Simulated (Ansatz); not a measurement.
Consider the substitution at a C–C bond: `CC[CH](F)[AlH2]` + HCl → `CCCl` + `F[CH2][AlH2]`.

Computed with Ansatz on PBE0-D4/def2-TZVP structures; ΔE is electronic, products minus reactants. CCSD(T)/CBS adds triple-zeta CCSD(T) − MP2 to the extrapolated MP2 energy (def2 sets, frozen cores). This one scheme is used for every species. Functionals use def2-TZVPP. Each species was taken in one conformer, which may not be the lowest.

```csv
species,PBE-D4 energy (Eh)
`CC[CH](F)[AlH2]`,-461.07199
HCl,-460.62759
`CCCl`,-539.16974
`F[CH2][AlH2]`,-382.52149
```

Task: Work out ΔE.

Result: ΔE = (-539.16974) + (-382.52149) − (-461.07199) − (-460.62759) = 0.00835 Eh = +21.9 kJ/mol. CCSD(T)/CBS gives +25.5 kJ/mol.

Largest T1 diagnostic among the species: 0.011.

In def2-TZVPP, CCSD(T) changes the Hartree–Fock value by +14.4 kJ/mol (the triples alone add +0.8 kJ/mol) and MP2 by +13.9 kJ/mol. The D4 term adds +5.5 kJ/mol with B3LYP and +3.3 kJ/mol with PBE0; it sums over pairs of atoms, weighted by their polarisabilities, and B3LYP, whose exchange is more repulsive, gets the larger term.

B3LYP here is the variant with VWN-RPA as its local correlation; programs differ in this.
